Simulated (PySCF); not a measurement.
F₂HS, SMILES F[SH+]F, charge +1.

Coordinates come from a TPSSh-D3(BJ)/def2-TZVP optimisation. The isomer is the one that the SMILES or the coordinates give; other isomers of the formula were not compared.

Computed with TDDFT-B3LYP/def2-SVPD (PySCF).

Vertical excitations. Isolated molecule, no solvent. State labels are in the subgroup Cs.

Computed UV-visible absorptions:
```
state  symmetry  energy (eV)  λ (nm)      f                                                main pairs
-----  --------  -----------  ------  -----  --------------------------------------------------------
S1           A"         6.76     183  0.013                                            HOMO→LUMO 98 %
S2           A'         7.31     170  0.028                                          HOMO→LUMO+1 96 %
S3           A'         9.42     132  0.009                                          HOMO−1→LUMO 97 %
S4           A"         9.60     129  0.001                      HOMO−1→LUMO+1 57 %, HOMO−2→LUMO 41 %
S5           A'         9.84     126  0.004                                          HOMO−3→LUMO 97 %
S6           A'        10.01     124  0.126                                          HOMO→LUMO+2 94 %
S7           A"        10.03     124  0.004                                        HOMO−3→LUMO+1 87 %
S8           A'        10.08     123  0.013                                        HOMO−2→LUMO+1 96 %
S9           A"        10.81     115  0.109  HOMO−2→LUMO 44 %, HOMO−1→LUMO+1 32 %, HOMO−3→LUMO+1 11 %
S10          A"        11.88     104  0.012                                          HOMO−4→LUMO 93 %
T1           A"         5.61     221      0                                            HOMO→LUMO 98 %
T2           A'         5.88     211      0                                          HOMO→LUMO+1 98 %
T3           A"         8.76     142      0                                          HOMO−2→LUMO 86 %
T4           A'         8.78     141      0                        HOMO→LUMO+2 71 %, HOMO−1→LUMO 17 %
```
Triplets are in the Tamm–Dancoff approximation, which puts them higher than full response would, so one can lie above its singlet here.
